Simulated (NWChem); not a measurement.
Program: NWChem. System: trimethylarsine (C3H9As), charge 0, spin multiplicity 1, at a geometry optimised with PBE/def2-SVP. Level: MP2/def2-TZVP, 12 core orbitals frozen.

Job file:

```
start mol
memory heap 200 mb stack 900 mb global 1100 mb
geometry units angstroms nocenter noautoz
  C     -0.955925    -0.315162     1.487094
  As     0.108872     0.465395     0.000000
  C     -0.955925    -0.315162    -1.487094
  C      1.553561    -0.901279     0.000000
  H     -1.127370    -1.401462     1.344068
  H     -1.934446     0.201391     1.547932
  H     -0.421487    -0.155034     2.444564
  H     -1.127370    -1.401462    -1.344068
  H     -0.421487    -0.155034    -2.444564
  H     -1.934446     0.201391    -1.547932
  H      1.145378    -1.932533     0.000000
  H      2.189100    -0.762839    -0.897223
  H      2.189100    -0.762839     0.897223
  symmetry group Cs
end
basis spherical
  * library def2-tzvp
end
scf
  rhf
  nopen 0
  maxiter 100
  thresh 1e-7
  semidirect memsize 60000000 filesize 0
end
mp2
  freeze core 12
end
task mp2 energy
```

Output (cleaned and shortened):

```
             Northwest Computational Chemistry Package (NWChem) 7.3.0
             --------------------------------------------------------

                                NWChem Input Module
                                -------------------

 Scaling coordinates for geometry "geometry" by  1.889725989
 (inverse scale =  0.529177249)

 Turning off AUTOSYM since
 SYMMETRY directive was detected!

                             Geometry "geometry" -> ""
                             -------------------------

 Output coordinates in angstroms (scale by  1.889725989 to convert to a.u.)

  No.       Tag          Charge          X              Y              Z
 ---- ---------------- ---------- -------------- -------------- --------------
    1 C                    6.0000    -0.95592500    -0.31516200     1.48709400
    2 As                  33.0000     0.10887200     0.46539500     0.00000000
    3 C                    6.0000    -0.95592500    -0.31516200    -1.48709400
    4 C                    6.0000     1.55356100    -0.90127900     0.00000000
    5 H                    1.0000    -1.12737000    -1.40146200     1.34406800
    6 H                    1.0000    -1.93444600     0.20139100     1.54793200
    7 H                    1.0000    -0.42148700    -0.15503400     2.44456400
    8 H                    1.0000    -1.12737000    -1.40146200    -1.34406800
    9 H                    1.0000    -0.42148700    -0.15503400    -2.44456400
   10 H                    1.0000    -1.93444600     0.20139100    -1.54793200
   11 H                    1.0000     1.14537800    -1.93253300     0.00000000
   12 H                    1.0000     2.18910000    -0.76283900    -0.89722300
   13 H                    1.0000     2.18910000    -0.76283900     0.89722300

 Effective nuclear repulsion energy (a.u.)     287.2589470325

            Nuclear Dipole moment (a.u.)
            ----------------------------
        X                 Y               Z
 ---------------- ---------------- ----------------
     0.0000264562    -0.0000075589     0.0000000000

      Symmetry information
      --------------------

 Group name             Cs
 Group number              2
 Group order               2
 No. of unique centers     8

      Symmetry unique atoms

     1    2    4    5    6    7   11   12


 Summary of "ao basis" -> "" (spherical)
 ------------------------------------------------------------------------------
       Tag                 Description            Shells   Functions and Types
 ---------------- ------------------------------  ------  ---------------------
 *                         def2-tzvp                  on all atoms

 Summary of "ao basis" -> "ao basis" (spherical)
 ------------------------------------------------------------------------------
       Tag                 Description            Shells   Functions and Types
 ---------------- ------------------------------  ------  ---------------------
 C                         def2-tzvp                11       31   5s3p2d1f
 As                        def2-tzvp                16       48   6s5p4d1f
 H                         def2-tzvp                 4        6   3s1p

                                 NWChem SCF Module
                                 -----------------

  ao basis        = "ao basis"
  functions       =   195
  atoms           =    13
  closed shells   =    30
  open shells     =     0
  charge          =   0.00
  wavefunction    = RHF
  use symmetry    = T
  symmetry adapt  = T

 Summary of "ao basis" -> "ao basis" (spherical)
[...]
   168      1.178293   9 H  s               150     -1.064505   6 H  s
   174      1.064505  10 H  s                14     -0.368629   1 C  pz

 center of mass
 --------------
 x =   0.03784549 y =   0.16177465 z =   0.00000000

 moments of inertia (a.u.)
 ------------------
         398.956631545063          32.307539452623           0.000000000000
          32.307539452623         529.915073414788           0.000000000000
           0.000000000000           0.000000000000         391.685880900568

  Mulliken analysis of the total density
  --------------------------------------

    Atom       Charge   Shell Charges
 -----------   ------   -------------------------------------------------------
    1 C    6     6.47   0.85  1.12  0.47  0.73  0.06  1.21  1.50  0.46  0.01  0.04  0.00
    2 As  33    32.67   2.00  2.00  1.17  0.78  0.92  0.77  5.99  5.77  0.37  1.67  1.00  8.95  1.07  0.06  0.12  0.03
    3 C    6     6.47   0.85  1.12  0.47  0.73  0.06  1.21  1.50  0.46  0.01  0.04  0.00
    4 C    6     6.47   0.85  1.12  0.47  0.73  0.06  1.21  1.50  0.46  0.01  0.04  0.00
    5 H    1     0.89   0.26  0.49  0.12  0.02
    6 H    1     0.88   0.26  0.49  0.11  0.02
    7 H    1     0.88   0.26  0.49  0.11  0.02
    8 H    1     0.89   0.26  0.49  0.12  0.02
    9 H    1     0.88   0.26  0.49  0.11  0.02
   10 H    1     0.88   0.26  0.49  0.11  0.02
   11 H    1     0.89   0.26  0.49  0.12  0.02
   12 H    1     0.88   0.26  0.49  0.11  0.02
   13 H    1     0.88   0.26  0.49  0.11  0.02

       Multipole analysis of the density wrt the origin
       ------------------------------------------------

     L   x y z        total         open         nuclear
     -   - - -        -----         ----         -------
     0   0 0 0      0.000000      0.000000     60.000000

     1   1 0 0     -0.086943      0.000000      0.000026
     1   0 1 0     -0.371723      0.000000     -0.000008
     1   0 0 1      0.000000      0.000000      0.000000

     2   2 0 0    -29.401756      0.000000    168.252747
     2   1 1 0     -0.561862      0.000000    -21.982462
     2   1 0 1     -0.000000      0.000000     -0.000000
     2   0 2 0    -31.672100      0.000000     79.167676
     2   0 1 1     -0.000000      0.000000      0.000000
     2   0 0 2    -29.270262      0.000000    173.212374

                   NWChem MP2 Semi-direct Energy/Gradient Module
                   ---------------------------------------------

  Basis functions       =    195
  Molecular orbitals    =    195
  Frozen core           =     12
  Frozen virtuals       =      0
  Active alpha occupied =     18
  Active beta occupied  =     18
  Active alpha virtual  =    165
  Active beta virtual   =    165
  Use MO symmetry       = T
  Use skeleton AO sym   = T

  AO/Fock/Back tols     =   1.0D-09  1.0D-09  1.0D-09

 GA uses MA = F    GA memory limited = T

 Available:
  local mem=  1.26D+08
 global mem=  1.44D+08
 local disk=  0.00D+00
  mp2_memr nvloc                   165
  nvloc new                   165
   1 passes of  18:        5242880                     226011                 187857487.
   1 passes of  18: M    126145610           G      144103150           F     120902730.
  mp2_memr nvloc                   165
  nvloc new                   165
   2 passes of   9:        5242880                     151791                  93961234.
   2 passes of   9: M    126145610           G      144103150           F     120902730.

 Semi-direct pass number   1 of   2  for RHF alpha+beta  at       59.4s
  vrange nnbf                 18597
  mp2_eaftype                   358  avail_ma_in_mb                  1099
 EAF : mp2_eaftype filesize         358   46980617.
  mp2_eaf for mointskh                    358
Node 0 wrote    220.9 Mb in      0.1 s     Agg I/O rate:  3334.9 Mb/s
 Done moints_semi at       88.8s
  mp2_eaftype                   358  avail_ma_in_mb                   741
 EAF : mp2_eaftype filesize         358   46980617.
  mp2_eaf for kh                   358
 Done maket at       89.5s
 Semi-direct pass number   2 of   2  for RHF alpha+beta  at       89.5s
  vrange nnbf                 18597
  mp2_eaftype                   358  avail_ma_in_mb                   741
 EAF : mp2_eaftype filesize         358   46980617.
  mp2_eaf for mointskh                    358
Node 0 wrote    220.9 Mb in      0.1 s     Agg I/O rate:  2244.4 Mb/s
 Done moints_semi at      125.5s
  mp2_eaftype                   358  avail_ma_in_mb                   741
 EAF : mp2_eaftype filesize         358   46980617.
  mp2_eaf for kh                   358
 Done maket at      126.1s
 Done multipass loop at      126.1s

          -------------------------------------------
          SCF energy               -2353.084473402243
          Correlation energy          -0.793232459213
          Singlet pairs               -0.502156702621
          Triplet pairs               -0.291075756591
          Total MP2 energy         -2353.877705861455
          -------------------------------------------

          ---------------------------------------------------
                    Spin Component Scaled (SCS) MP2
          Same spin pairs                     -0.194050504394
          Same spin scaling factor             0.333333333333
          Opposite spin pairs                 -0.599181954818
          Opposite spin scaling fact.          1.200000000000
          SCS-MP2 correlation energy          -0.783701847247
          Total SCS-MP2 energy             -2353.868175249489
          ---------------------------------------------------

 -----------------------
 Performance information
 -----------------------

 Timer overhead =  1.65D-07 seconds/call

               Nr. of calls         CPU time (s)                 Wall time (s)                GFlops
             ---------------    -------------------     ------------------------------   -------------------
Name         Min   Avg   Max    Min     Avg     Max     Min     Avg     Max   Mx/calls   Min     Max     Sum
mp2: moin     2     2     2    65.     65.     65.      65.     65.     65.     33.      0.0     0.0     0.0
mp2: make     2     2     2    1.3     1.3     1.3      1.3     1.3     1.3    0.65      0.0     0.0     0.0
mp2: tota     1     1     1    67.     67.     67.      67.     67.     67.     67.      0.0     0.0     0.0

 The average no. of pstat calls per process was 5.00D+00
 with a timing overhead of 8.23D-07s

 Task  times  cpu:      126.1s     wall:      126.1s

 Total times  cpu:      126.1s     wall:      126.1s
```
